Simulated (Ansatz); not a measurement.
`CC([SiH3])Br` + `BBC` → `BBC[SiH3]` + `CCBr` at 298.15 K and 1 bar (formal exchange of groups at the Si–C bond).

Computed with Ansatz on PBE0-D4/def2-TZVP structures; ΔE is electronic, products minus reactants. CBS: MP2 limit from def2 TZ/QZ plus the TZ coupled-cluster correction, frozen cores. For Br outer-core shells are correlated without core-valence functions, which leaves a few kJ/mol of doubt a bond. Scalar relativity is left out up to krypton. Each species was taken in one conformer, which may not be the lowest.

```
       species  CCSD(T)/CBS energy (Eh)  H − E (kJ/mol)  S (J/(mol·K))
`CC([SiH3])Br`              -2942.71486           231.2          337.4
         `BBC`                -91.20122           193.6          291.4
   `BBC[SiH3]`               -381.48606           241.3          340.9
        `CCBr`              -2652.43806           186.9          286.2
```

H − E and S are ideal-gas, rigid-rotor, harmonic terms from PBE0-D4/def2-TZVP, for one conformer and one mirror image of each species. 1 Eh = 2625.50 kJ/mol, R = 8.31446 J/(mol·K).

By hand: ΔE, ΔH, ΔS and ΔG.

ΔE = (-381.48606) + (-2652.43806) − (-2942.71486) − (-91.20122) = -0.00804 Eh = -21.1 kJ/mol. Δ(H − E) = 241.3 + 186.9 − 231.2 − 193.6 = 3.4, so ΔH = -17.7 kJ/mol. ΔS = 340.9 + 286.2 − 337.4 − 291.4 = -1.7 J/(mol·K). ΔG = -17.7 − 298.15 × (-1.7)/1000 = -17.2 kJ/mol.

By hand: the equilibrium constant, and the temperature at which ΔG would vanish if ΔH and ΔS stayed fixed.

log₁₀ K = −ΔG/(RT ln 10) = 3.0. ΔG = 0 at ΔH/ΔS = 10412 K, far beyond where these terms or the molecules hold.

The number of gas molecules stays the same, so ΔS is small and ΔH decides. A doubt of 5 kJ/mol in ΔE shifts log₁₀ K by 0.9 here. Other conformers and mirror images would add mixing entropy, several J/(mol·K) or more a flexible species. Modes under 60 cm⁻¹, often nearly free rotors, make the harmonic entropy too high. These are equilibria of isolated gas molecules and say nothing of rates. Largest T1 diagnostic: 0.012 (customary marks: 0.02 for closed shells, 0.045 for open ones).
